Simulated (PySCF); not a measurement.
BBr₃, singlet, at a GFN2-xTB geometry of the parent state; PySCF with M062X/STO-3G.

The PySCF input:
```python
from pyscf import gto, scf, dft

mol = gto.M(
    atom='''
B     0.02149908   -0.02457271   -0.04758981
Br   -1.60547699   -1.16290569   -0.12149488
Br    0.01555139    1.76890099   -0.90300304
Br    1.58685430   -0.60248491    1.03129646
''',
    basis='sto-3g',
    verbose=4,
)

mf = dft.RKS(mol)
mf.xc = 'm062x'
mf.kernel()
mf.analyze()
```

What the program printed (banner, timings and long lists left out):

```
PySCF version 2.14.0

[INPUT] verbose = 4
[INPUT] num. atoms = 4
[INPUT] num. electrons = 110
[INPUT] charge = 0
[INPUT] spin (= nelec alpha-beta = 2S) = 0
[INPUT] symmetry False subgroup None
[INPUT] Mole.unit = angstrom
[INPUT] Symbol           X                Y                Z      unit          X                Y                Z       unit  Magmom
[INPUT]  1 B      0.021499080000  -0.024572710000  -0.047589810000 AA    0.040627373130  -0.046435692038  -0.089931707220 Bohr   0.0
[INPUT]  2 Br    -1.605476990000  -1.162905690000  -0.121494880000 AA   -3.033911810391  -2.197573262798  -0.229592048737 Bohr   0.0
[INPUT]  3 Br     0.015551390000   1.768900990000  -0.903003040000 AA    0.029387867956   3.342738412572  -1.706428435250 Bohr   0.0
[INPUT]  4 Br     1.586854300000  -0.602484910000   1.031296460000 AA    2.998720026588  -1.138531474083   1.948867862633 Bohr   0.0

nuclear repulsion = 705.133606609206
number of shells = 27
number of NR pGTOs = 177
number of NR cGTOs = 59
basis = sto-3g
ecp = {}

******** <class 'pyscf.dft.rks.RKS'> ********
method = RKS
initial guess = minao
damping factor = 0
level_shift factor = 0
DIIS = <class 'pyscf.scf.diis.CDIIS'>
diis_start_cycle = 1
diis_space = 8
diis_damp = 0
SCF conv_tol = 1e-09
SCF conv_tol_grad = None
SCF max_cycles = 50
direct_scf = True
direct_scf_tol = 1e-13
XC library pyscf.dft.libxc version 7.1.2
    S. Lehtola, C. Steigemann, M. J. T. Oliveira, and M. A. L. Marques,  SoftwareX 7, 1–5 (2018)
XC functionals = m062x
    Y. Zhao and D. G. Truhlar,  Theor. Chem. Acc. 120, 215 (2008)
    Y. Zhao and D. G. Truhlar,  Theor. Chem. Acc. 120, 215 (2008)
radial grids:
    Treutler-Ahlrichs [JCP 102, 346 (1995); DOI:10.1063/1.469408] (M4) radial grids

becke partition: Becke, JCP 88, 2547 (1988); DOI:10.1063/1.454033
pruning grids: <function nwchem_prune>
grids dens level: 3
symmetrized grids: False
atomic radii adjust function: <function treutler_atomic_radii_adjust>
small_rho_cutoff = 0
Set gradient conv threshold to 3.16228e-05
Initial guess from minao.
tot grids = 75320
init E= -7652.03028622419
  HOMO = -0.709724406997546  LUMO = -0.327784698160331  gap/eV = 10.39311
cycle= 1 E= -7662.5817027872  delta_E= -10.6  |g|= 0.629  |ddm|=  2.6
  HOMO = -0.251345585492638  LUMO = -0.1034461792853  gap/eV = 4.02455
cycle= 2 E= -7662.41749662052  delta_E= 0.164  |g|= 0.982  |ddm|= 2.42
  HOMO = -0.254074159683065  LUMO = 0.046220612376921  gap/eV = 8.17144
cycle= 3 E= -7662.76242763078  delta_E= -0.345  |g|= 0.00828  |ddm|=  1.4
  HOMO = -0.25643775136093  LUMO = 0.0537841154072081  gap/eV = 8.44157
cycle= 4 E= -7662.76247892837  delta_E= -5.13e-05  |g|= 0.00115  |ddm|= 0.0284
  HOMO = -0.256638493409004  LUMO = 0.0531871720852246  gap/eV = 8.43079
cycle= 5 E= -7662.76248038815  delta_E= -1.46e-06  |g|= 0.000288  |ddm|= 0.00482
  HOMO = -0.256627422052476  LUMO = 0.0532792321019582  gap/eV = 8.43299
cycle= 6 E= -7662.76248043658  delta_E= -4.84e-08  |g|= 3.84e-05  |ddm|= 0.000773
  HOMO = -0.256627642902459  LUMO = 0.0532826269741576  gap/eV = 8.43309
cycle= 7 E= -7662.7624804376  delta_E= -1.01e-09  |g|= 5.49e-06  |ddm|= 0.000113
  HOMO = -0.256627750106403  LUMO = 0.0532837006115921  gap/eV = 8.43312
cycle= 8 E= -7662.76248043764  delta_E= -4e-11  |g|= 3.15e-07  |ddm|= 2.04e-05
  HOMO = -0.256627750129077  LUMO = 0.0532838093955092  gap/eV = 8.43312
Extra cycle  E= -7662.76248043762  delta_E= 1.27e-11  |g|= 2.02e-07  |ddm|= 1.23e-06
converged SCF energy = -7662.76248043762
**** SCF Summaries ****
Total Energy =                       -7662.762480437624617
Nuclear Repulsion Energy =             705.133606609206026
One-electron Energy =               -12125.327823374836953
Two-electron Energy =                 3757.431736328006082
Two-electron Coulomb Energy =         4037.438884961147778
DFT Exchange-Correlation Energy =     -280.007148633141583
HOMO-LUMO gap [eV] =                     8.433123078283712
**** MO energy ****
MO #1   energy= -479.893688299944  occ= 2
MO #2   energy= -479.89362790168   occ= 2
MO #3   energy= -479.893614744905  occ= 2
MO #4   energy= -61.329005431517   occ= 2
MO #5   energy= -61.3289426378109  occ= 2
MO #6   energy= -61.3289179961017  occ= 2
MO #7   energy= -56.4057821513203  occ= 2
MO #8   energy= -56.4057239382914  occ= 2
MO #9   energy= -56.4057111605931  occ= 2
MO #10  energy= -56.4032745020988  occ= 2
MO #11  energy= -56.4032163533304  occ= 2
MO #12  energy= -56.4032035000049  occ= 2
MO #13  energy= -56.4027191519326  occ= 2
MO #14  energy= -56.4026610498994  occ= 2
MO #15  energy= -56.4026481467903  occ= 2
MO #16  energy= -8.34064644504681  occ= 2
MO #17  energy= -8.34058836633605  occ= 2
MO #18  energy= -8.34057095964888  occ= 2
MO #19  energy= -6.96980890593919  occ= 2
MO #20  energy= -6.27774646811103  occ= 2
MO #21  energy= -6.27764121091862  occ= 2
MO #22  energy= -6.27760638193831  occ= 2
MO #23  energy= -6.26546679878566  occ= 2
MO #24  energy= -6.26532481428832  occ= 2
MO #25  energy= -6.2652890733533   occ= 2
MO #26  energy= -6.26298559608874  occ= 2
MO #27  energy= -6.26279411196996  occ= 2
MO #28  energy= -6.26275640079794  occ= 2
MO #29  energy= -1.90967232056336  occ= 2
MO #30  energy= -1.90963843384743  occ= 2
MO #31  energy= -1.90958424080281  occ= 2
MO #32  energy= -1.90659772028022  occ= 2
MO #33  energy= -1.90625348919503  occ= 2
MO #34  energy= -1.9062080047365   occ= 2
MO #35  energy= -1.90439508980584  occ= 2
MO #36  energy= -1.90433544941729  occ= 2
MO #37  energy= -1.90419276944409  occ= 2
MO #38  energy= -1.89502246722485  occ= 2
MO #39  energy= -1.89496831614256  occ= 2
MO #40  energy= -1.8949586587715   occ= 2
MO #41  energy= -1.89492574780376  occ= 2
MO #42  energy= -1.89487483266757  occ= 2
MO #43  energy= -1.89485993560098  occ= 2
MO #44  energy= -0.793493815610236 occ= 2
MO #45  energy= -0.733606266378766 occ= 2
MO #46  energy= -0.733552034734761 occ= 2
MO #47  energy= -0.466635024514859 occ= 2
MO #48  energy= -0.377807957509532 occ= 2
MO #49  energy= -0.377799226679097 occ= 2
MO #50  energy= -0.333550421470117 occ= 2
MO #51  energy= -0.270284398657754 occ= 2
MO #52  energy= -0.270266420307514 occ= 2
MO #53  energy= -0.268794366397664 occ= 2
MO #54  energy= -0.268786522080232 occ= 2
MO #55  energy= -0.256627750129077 occ= 2
MO #56  energy= 0.0532838093955092 occ= 0
MO #57  energy= 0.163355529305541  occ= 0
MO #58  energy= 0.274848418352494  occ= 0
MO #59  energy= 0.274917719663038  occ= 0
 ** Mulliken pop on meta-lowdin orthogonal AOs  **
 ** Mulliken pop  **
 ** Mulliken atomic charges  **
charge of    0B =     -0.00651
charge of    1Br =      0.00213
charge of    2Br =      0.00227
charge of    3Br =      0.00211
Dipole moment(X, Y, Z, Debye):  0.04522, -0.05098, -0.10067
```
